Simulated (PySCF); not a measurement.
From one molecule to another.

First species: ReO3F (singlet state).
Geometry (PBE0-D3(BJ)/def2-SVP, Å), atoms numbered from 1 in this order:
```
atom  x, y, z in Å
Re1    0.004    0.010    0.005
O2    -0.003   -0.022    1.693
O3     1.602    0.183   -0.514
O4    -0.865    1.367   -0.501
F5    -0.739   -1.537   -0.683
```

Second species: CH₁₂B₂N₂Si.
Atom-mapped SMILES: `[SiH3:1][CH2:2][BH-:3]1[NH2+:4][BH2-:5][NH2+:6]1` (hydrogens: H7, H8, H9 on Si1; H10, H11 on C2; H12 on B3; H13, H14 on N4; H15, H16 on B5; H17, H18 on N6)

Geometry (PBE0-D3(BJ)/def2-SVP, Å), atoms numbered from 1 in this order:
```xyz
18
CH12B2N2Si angstrom
Si     2.4653    0.0090   -0.2224
C      0.8188    0.1985   -1.0971
B     -0.3875   -0.5066   -0.3048
N     -0.7569    0.2276    1.0721
B     -2.2051    0.5037    0.4609
N     -1.8322   -0.1920   -0.9269
H      2.3887    0.5790    1.1659
H      2.8475   -1.4316   -0.0913
H      3.5800    0.7241   -0.9227
H      0.6305    1.2774   -1.2580
H      0.9259   -0.2564   -2.0982
H     -0.2607   -1.7082   -0.1225
H     -0.7393   -0.3685    1.8944
H     -0.2097    1.0603    1.2780
H     -3.0716   -0.1116    1.0553
H     -2.4227    1.6951    0.3280
H     -1.8248    0.4308   -1.7307
H     -2.3854   -1.0104   -1.1637
```

Levels: wB97X-D/def2-SVPD for dipole moment, HOMO energy, LUMO energy, HOMO–LUMO gap and static isotropic polarisability; TDDFT wB97X-D/def2-SVPD for lowest singlet excitation; TDA wB97X-D/def2-SVPD for lowest triplet excitation (Tamm–Dancoff); PBE0-D3(BJ)/def2-SVP for rotational constant A and rotational constant C. Geometries: PBE0-D3(BJ)/def2-SVP. Each structure is a single optimised conformer of the isolated species (atoms past krypton carry core potentials, spin–orbit coupling is left out); the electronic structure was computed with PySCF and density fitting.

The conformers computed, where there is a choice (atom-mapped SMILES and torsion angles):
- `[SiH3:1][CH2:2][BH-:3]1[NH2+:4][BH2-:5][NH2+:6]1`: Si1–C2–B3–N4 69°

**Question.** Which has the higher S1 energy?

**Answer.** The second: 7.53 eV against 4.87 eV, a difference of 2.66 eV.

**Question.** Which has the higher dipole moment?

**Answer.** The first: 1.10 D against 1.04 D, a difference of 0.06 D.

**Question.** Which has the higher HOMO–LUMO gap?

**Answer.** The second: 11.50 eV against 10.59 eV, a difference of 0.91 eV.

**Question.** Which of the two has the higher LUMO energy, and by how much?

**Answer.** The second: 1.69 eV against -1.70 eV, a difference of 3.39 eV.

**Question.** Which has the higher HOMO energy?

**Answer.** The second: -9.81 eV against -12.29 eV, a difference of 2.48 eV.

**Question.** Which has the higher rotational constant C?

**Answer.** The first: 3.565 GHz against 1.247 GHz, a difference of 2.318 GHz.

**Question.** Which has the higher static isotropic polarisability?

**Answer.** The second: 87.1 au against 44.5 au, a difference of 42.6 au.

**Question.** Which has the higher rotational constant A?

**Answer.** The second: 6.212 GHz against 4.219 GHz, a difference of 1.993 GHz.

On the first: The principal polarisabilities are 39.4, 47.0 and 47.0 au; their mean is the isotropic value. S1 lies 5.72 eV below the HOMO–LUMO gap. Atoms past krypton carry effective core potentials; spin–orbit coupling is left out.

On the second: In wavenumbers S1 is 60800 cm⁻¹ (1 eV = 8065.54 cm⁻¹).
